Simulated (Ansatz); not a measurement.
C2H7BSe can be A, `CB(C)[SeH]`, or B, `CB[Se]C`.

Calculated with Ansatz (gas phase, PBE0-D4/def2-TZVP geometries, no zero-point term in ΔE). CCSD(T)/CBS adds triple-zeta CCSD(T) − MP2 to the extrapolated MP2 energy (def2 sets, frozen cores). DFT in def2-TZVPP. B3LYP here is the variant with VWN-RPA as its local correlation; programs differ in this. For Se outer-core shells are correlated without core-valence functions, which leaves a few kJ/mol of doubt a bond. Scalar relativity is left out up to krypton. One conformer a species, not always the lowest.

Q: Which isomer does CCSD(T)/CBS put lower? Give the gap. (An estimate is asked.)

A: The calculation gave: A, by 47.1 kJ/mol.

Q: Give E(B) − E(A) in kJ/mol with B3LYP, B3LYP-D4, PBE-D4, CCSD/def2-TZVPP, HF/def2-TZVPP, CCSD(T)/def2-TZVPP, PBE0-D4. (Estimate.)

A: Ansatz gave: B3LYP 44.7, B3LYP-D4 46.6, PBE-D4 46.1, CCSD/def2-TZVPP 47.2, HF/def2-TZVPP 47.2, CCSD(T)/def2-TZVPP 45.9, PBE0-D4 48.9. None reverses the order clearly.

Q: Does the order hold for the free energy at 298.15 K (harmonic terms from PBE0-D4)? (An estimate is asked.)

A: Computed: Yes: G(B) − G(A) = +50.8 kJ/mol, for one conformer each.

Largest T1 diagnostic: 0.012.

From BLYP to BHLYP (50 % exact exchange), in def2-TZVPP and without D4, E(B) − E(A) moves by +6.2 kJ/mol. Leaving LDA and LC-ωPBE aside and taking each functional with its dispersion term where it has one, the values, not all of them listed here, spread over 9.6 kJ/mol, from BLYP-D4 to B97M-V. LDA lies +9.0 kJ/mol from PBE without D4.
